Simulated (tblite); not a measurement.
Species: C6H7BrNP.
Atom-mapped SMILES: `[CH3:1][c:2]1[p:3][cH:4][n:5][c:6]([Br:7])[c:8]1[CH3:9]` (hydrogens: H10, H11, H12 on C1; H13 on C4; H14, H15, H16 on C9)

Computed with GFN2-xTB (tblite), gas phase: L-BFGS steps from a force-field or distance-geometry start until the largest atomic force falls under 0.01 eV/Å.

Step 73: E = -705.3465 eV
```
atom  x, y, z in Å  |  force x, y, z in eV/Å
C1     -1.6633   -1.2338    0.0421   -0.003  -0.010   0.007
C2     -0.2201   -0.8285    0.0653    0.004   0.003  -0.055
P3      0.9346   -2.1420    0.1825    0.005  -0.013  -0.002
C4      2.3991   -1.2061    0.1414    0.015   0.021   0.009
N5      2.4974    0.0943    0.0477    0.034   0.025  -0.024
C6      1.4614    0.8856   -0.0286    0.010   0.029  -0.010
Br7     1.9846    2.7288   -0.1839    0.007  -0.040   0.011
C8      0.1128    0.5218   -0.0241    0.004   0.025   0.034
C9     -0.9778    1.5394   -0.1181   -0.028   0.014  -0.001
H10    -1.7464   -2.3184    0.0707   -0.024  -0.015   0.001
H11    -2.1553   -0.8675   -0.8588    0.004   0.000   0.004
H12    -2.1934   -0.8225    0.9009   -0.019  -0.003   0.013
H13     3.3509   -1.7242    0.1889    0.003  -0.032   0.016
H14    -1.7195    1.3746    0.6618    0.005   0.010   0.003
H15    -1.4838    1.4587   -1.0808    0.006   0.001   0.006
H16    -0.5889    2.5487   -0.0183   -0.021  -0.016  -0.012
```

Step 74: E = -705.3469 eV
```
atom  x, y, z in Å  |  force x, y, z in eV/Å
C1     -1.6634   -1.2328    0.0420    0.004  -0.011   0.005
C2     -0.2200   -0.8283    0.0618    0.004   0.002  -0.041
P3      0.9357   -2.1413    0.1747   -0.018  -0.042   0.004
C4      2.4000   -1.2064    0.1386    0.013   0.021  -0.003
N5      2.4979    0.0943    0.0523    0.041   0.035  -0.019
C6      1.4617    0.8850   -0.0219    0.008   0.052  -0.014
Br7     1.9867    2.7287   -0.1608    0.003  -0.028   0.009
C8      0.1130    0.5221   -0.0241    0.008   0.031   0.026
C9     -0.9783    1.5386   -0.1216   -0.030   0.014   0.002
H10    -1.7476   -2.3169    0.0781   -0.023  -0.023  -0.001
H11    -2.1554   -0.8722   -0.8609   -0.001   0.002  -0.007
H12    -2.1931   -0.8150    0.8977   -0.019   0.000   0.018
H13     3.3515   -1.7243    0.1817    0.016  -0.043   0.022
H14    -1.7083    1.3869    0.6721   -0.001   0.010  -0.002
H15    -1.4973    1.4399   -1.0757    0.003   0.000   0.012
H16    -0.5906    2.5505   -0.0453   -0.010  -0.021  -0.010
```

Problem. Estimate the geometry and energy of step 75. (The exact step hangs on the optimiser's Hessian estimate; all steps are aligned on step 74, rigid shifts and turns removed.)

Solution. E = -705.3473 eV, largest force 0.057 eV/Å
```
atom  x, y, z in Å  |  force x, y, z in eV/Å
C1     -1.6636   -1.2323    0.0417    0.000  -0.007   0.002
C2     -0.2198   -0.8281    0.0571    0.003   0.001  -0.015
P3      0.9366   -2.1408    0.1662   -0.029  -0.049   0.006
C4      2.4011   -1.2061    0.1357    0.009   0.014  -0.016
N5      2.4990    0.0949    0.0566    0.033   0.030  -0.013
C6      1.4622    0.8853   -0.0154    0.007   0.052  -0.014
Br7     1.9889    2.7282   -0.1370    0.001  -0.003   0.006
C8      0.1133    0.5227   -0.0238    0.010   0.026   0.008
C9     -0.9790    1.5381   -0.1248   -0.028   0.016   0.005
H10    -1.7488   -2.3163    0.0872   -0.020  -0.010  -0.004
H11    -2.1555   -0.8789   -0.8644    0.000  -0.004  -0.001
H12    -2.1937   -0.8062    0.8937   -0.004  -0.007   0.004
H13     3.3520   -1.7251    0.1750    0.020  -0.041   0.025
H14    -1.6966    1.4003    0.6834    0.000   0.014  -0.016
H15    -1.5117    1.4213   -1.0697    0.005   0.000   0.030
H16    -0.5917    2.5519   -0.0729   -0.006  -0.031  -0.007
```

The energy changes by -0.0004 eV. The first-order estimate −F·Δx gives -0.0006 eV and the mean of the old and new forces, exact on a quadratic surface, -0.0004 eV. The step makes an angle of 86° with the force vector and moves no atom by more than 0.028 Å.

What follows is the cost of the whole relaxation. On an Arm Neoverse V1 with one thread, shared host with 32 logical CPUs at a one-minute load of 10, this took 0.72 s.
